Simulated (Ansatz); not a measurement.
Mo2N2⁺. The state is a doublet with charge 1. Geometry PBE-D4/def2-TZVP, that of the neutral singlet; atoms count from 1.

```xyz
4

Mo    0.391    0.032   -1.051
Mo   -0.391   -0.032    1.051
N    -0.207    1.619    1.132
N     0.207   -1.619   -1.132
```

In the def2 sets Mo takes a core potential; there is no spin–orbit coupling. The structure comes from a short search, and lower isomers may exist.

(1) Estimate the Mulliken populations from the PBE0/def2-TZVP orbitals of Ansatz.

(2) Where does the spin sit?

(3) And the Mayer bond orders between heavy atoms (over 0.3)?

Results:

(1) 
```csv
atom,charge (e),spin (α − β),d electrons
Mo1,0.91,-0.11,4.60
Mo2,0.84,1.06,4.54
N3,-0.38,-0.09,–
N4,-0.37,0.14,–
```
Mulliken values depend strongly on the basis.

(2) Summed by element: Mo 0.95, N 0.05, of 1 unpaired in all. Largest on single atoms: Mo2 1.06, N4 0.14, Mo1 -0.11.

(3) Mo1–Mo2 2.49 (2.24 Å); Mo1–N4 2.75 (1.66 Å); Mo2–N3 2.71 (1.66 Å).
